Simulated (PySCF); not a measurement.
Mo(O)2(Br)(NH2) (BrH2MoNO2), SMILES [NH2][Mo](=[O])(=[O])[Br], multiplicity 1. Geometry: PBE-D3(BJ)/def2-SVP. The multiplicity is an assumed one; no other spin state was optimised. The structure was generated by enumeration; whether it is a known compound was not checked. The def2 effective core potentials stand for the cores of Mo; spin–orbit coupling is left out. One conformer was computed; it need not be the lowest.

The numbers are results of PBE-D3(BJ)/def2-SVP in PySCF, not measurements.

Harmonic wavenumbers (cm⁻¹): 141, 155, 208, 222, 289, 344, 377, 495, 626, 709, 989, 1000, 1447, 3457, 3562. Rotational constants (GHz): 3.625, 1.158, 1.128; symmetry number 1.

Problem. Work out the zero-point energy and the ideal-gas rigid-rotor harmonic-oscillator thermochemistry at 298.15 K and 1 atm.

Solution. ZPE = ½ Σ hcν = ½ × 14021 cm⁻¹ = 83.86 kJ/mol. H − E(el) = 104.46 kJ/mol. Entropy in J/(mol K): translation 176.23, rotation 119.70, vibration 61.56, total 357.49. G − E(el) = -2.12 kJ/mol. Cp = 100.84 J/(mol K). Modes under 150 cm⁻¹ make the vibrational entropy uncertain.
